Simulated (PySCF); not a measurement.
## Radial density of Ca⁺ (calcium, charge +1)

UHF, [Ar] 4s1, 2S determinant. Computed with PySCF 2.14 in def2-QZVPPD, with the non-relativistic Hamiltonian (point nucleus).

```
r (bohr)  4πr²ρ (e/bohr)  4πr²(ρα − ρβ)
 0.00138          0.1208         0.0001
 0.00232          0.3290         0.0001
 0.00391          0.8738         0.0004
 0.00658           2.222         0.0010
  0.0111           5.257         0.0022
  0.0186           11.02         0.0046
  0.0313           18.89         0.0071
  0.0526           23.47         0.0060
  0.0885           19.42        -0.0010
   0.149           17.98         0.0030
   0.250           24.62         0.0199
   0.421           14.10         0.0001
   0.709           6.039         0.0438
    1.19           7.105         0.0099
    2.00           1.693         0.1116
    3.37          0.3821         0.3456
    5.67         0.08399         0.0840
    9.54       0.0009139         0.0009
```
